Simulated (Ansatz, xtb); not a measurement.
# Ranking isomers of C5H6F3N

8 gas-phase structures of C5H6F3N, from a drawn sample of its isomers (lower ones may exist). Each was relaxed with GFN2-xTB; where two conformers were screened, the lower at r2SCAN-D4/def2-SVP//GFN2-xTB is listed:

A. `C=N/C(=C\C)C(F)(F)F`, a singlet
B. `C=NC(=C)CC(F)(F)F`, a singlet
C. `C=C/C(=N/C)C(F)(F)F`, a singlet
D. `C=C/C=N\CC(F)(F)F`, a singlet
E. `[H]/N=C1/C[C@@H](F)[C@@H](F)[C@@H]1F`, a singlet
F. `C=C[C@@H]1N[C@H]1C(F)(F)F`, a singlet
G. `[H]/N=C(/C(=C)C)C(F)(F)F`, a singlet
H. `FC(F)[C@]1(F)C=NCC1`, a singlet

**Question.** Make a reasoned guess at their ranking by r2SCAN-D4/def2-SVP//GFN2-xTB single-point energy.

**Answer.** Calculated order at r2SCAN-D4/def2-SVP//GFN2-xTB: G (0.0), H (2.3), A (5.8), B (6.3), E (7.0), D (7.8), C (11.0), F (16.6) kcal/mol. Less than 1 kcal/mol parts A and B; B and E; E and D, so the order within those pairs means little.

Energies above the lowest of each column, in kcal/mol; the last columns are at r2SCAN-D4/def2-SVP geometries and were run for some of them only (a dash: not run or not comparable):

```json
{"structure": "G", "GFN2-xTB": "21.1", "HF/STO-3G": "32.7", "r2SCAN-D4/def2-SVP//GFN2-xTB": "0.0", "r2SCAN-D4/def2-SVP": "0.0", "CCSD(T)/def2-SVP + ΔMP2/def2-TZVPP": "0.4"}
{"structure": "H", "GFN2-xTB": "0.0", "HF/STO-3G": "0.0", "r2SCAN-D4/def2-SVP//GFN2-xTB": "2.3", "r2SCAN-D4/def2-SVP": "2.4", "CCSD(T)/def2-SVP + ΔMP2/def2-TZVPP": "0.0"}
{"structure": "A", "GFN2-xTB": "17.6", "HF/STO-3G": "35.8", "r2SCAN-D4/def2-SVP//GFN2-xTB": "5.8", "r2SCAN-D4/def2-SVP": "5.7", "CCSD(T)/def2-SVP + ΔMP2/def2-TZVPP": "8.3"}
{"structure": "B", "GFN2-xTB": "18.2", "HF/STO-3G": "38.1", "r2SCAN-D4/def2-SVP//GFN2-xTB": "6.3", "r2SCAN-D4/def2-SVP": "6.3", "CCSD(T)/def2-SVP + ΔMP2/def2-TZVPP": "5.6"}
{"structure": "E", "GFN2-xTB": "4.4", "HF/STO-3G": "7.7", "r2SCAN-D4/def2-SVP//GFN2-xTB": "7.0", "r2SCAN-D4/def2-SVP": "6.2", "CCSD(T)/def2-SVP + ΔMP2/def2-TZVPP": "3.6"}
{"structure": "D", "GFN2-xTB": "22.0", "HF/STO-3G": "37.4", "r2SCAN-D4/def2-SVP//GFN2-xTB": "7.8", "r2SCAN-D4/def2-SVP": "8.2", "CCSD(T)/def2-SVP + ΔMP2/def2-TZVPP": "–"}
{"structure": "C", "GFN2-xTB": "20.9", "HF/STO-3G": "37.4", "r2SCAN-D4/def2-SVP//GFN2-xTB": "11.0", "r2SCAN-D4/def2-SVP": "–", "CCSD(T)/def2-SVP + ΔMP2/def2-TZVPP": "–"}
{"structure": "F", "GFN2-xTB": "24.5", "HF/STO-3G": "42.1", "r2SCAN-D4/def2-SVP//GFN2-xTB": "16.6", "r2SCAN-D4/def2-SVP": "–", "CCSD(T)/def2-SVP + ΔMP2/def2-TZVPP": "–"}
```

CCSD(T)/def2-SVP + ΔMP2/def2-TZVPP has G and H within 1 kcal/mol of each other at the bottom, and every level picks one of them. CCSD(T)/def2-SVP + ΔMP2/def2-TZVPP orders those it was run on as H (0.0), G (0.4), E (3.6), B (5.6), A (8.3) kcal/mol. Less than 1 kcal/mol parts H and G, so the order within that pair means little. Some further structures that were screened fall inside this span and aren't listed. Flexible structures stand in one conformer each, not always the lowest. A keeps a small imaginary mode. Frequencies (GFN2-xTB) were run for A, B, E, G, H alone. The ΔMP2 step shifts differences by up to 5.1 kcal/mol, which makes them less sure. ΔMP2 is the change of the MP2 energy from the smaller to the larger basis.

Over these structures GFN2-xTB departs from r2SCAN-D4/def2-SVP//GFN2-xTB by 6.0 kcal/mol on average once a common shift is removed. A GFN2-xTB relaxation took about 0.076 s and the r2SCAN-D4/def2-SVP//GFN2-xTB energy about 2 s on a shared host (Ansatz 0.2.0, xtb 6.7.1).
